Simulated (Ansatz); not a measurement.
H11Si5 (SMILES [SiH2][Si]([SiH3])([SiH3])[SiH3]), doublet, geometry from GFN2-xTB. Base run: CAM-B3LYP/3-21G (Ansatz, a first-principles code).

Ansatz was given this input:
Ansatz 0.2 input:
```yaml
crystal:
  periodic: [false, false, false]
  atoms:
    - {symbol: Si, position_ang: [-1.19166465, -0.23095990, 2.02301811]}
    - {symbol: Si, position_ang: [-0.03341758, 0.02370505, 0.04868929]}
    - {symbol: Si, position_ang: [0.10752306, 2.22717252, -0.77039877]}
    - {symbol: Si, position_ang: [-1.09043303, -1.30241502, -1.56482171]}
    - {symbol: Si, position_ang: [2.13746219, -0.77990483, 0.39623217]}
    - {symbol: H, position_ang: [-0.68120631, 0.33305210, 3.27804815]}
    - {symbol: H, position_ang: [-2.63667065, 0.01651455, 2.09003842]}
    - {symbol: H, position_ang: [0.75681312, 3.09697006, 0.21425254]}
    - {symbol: H, position_ang: [0.84425224, 2.39088959, -2.02667657]}
    - {symbol: H, position_ang: [-1.23314727, 2.77484851, -0.99471470]}
    - {symbol: H, position_ang: [-0.41994199, -1.23485213, -2.86501026]}
    - {symbol: H, position_ang: [-1.13154314, -2.71698256, -1.19395667]}
    - {symbol: H, position_ang: [-2.47539023, -0.88800956, -1.79304612]}
    - {symbol: H, position_ang: [2.84027140, -0.02754564, 1.43639541]}
    - {symbol: H, position_ang: [2.16053616, -2.18408267, 0.80609118]}
    - {symbol: H, position_ang: [2.96344697, -0.68717164, -0.80948875]}
basis:
  gaussian:
    orbitals: 3-21G.json
hamiltonian:
  xc: cam_b3lyp
magnetization: {spin_polarized: true, initial_magnetization: 1}
```
The basis file holds 3-21G in the JSON format of the Basis Set Exchange.

The base run was repeated with changes; each row names its change, and settings that it needs were set with it.

```
change                                          ΔE vs base (eV)
----------------------------------------------  ---------------
base                                                       0.00
occupation = up:A':26 A'':15 down:A':26 A'':14             5.09
occupation = up:A':27 A'':14 down:A':26 A'':14             0.00
symmetry_tolerance_ang = 0.01                              0.00
occupation = up:A':28 A'':13 down:A':26 A'':14             7.24
```
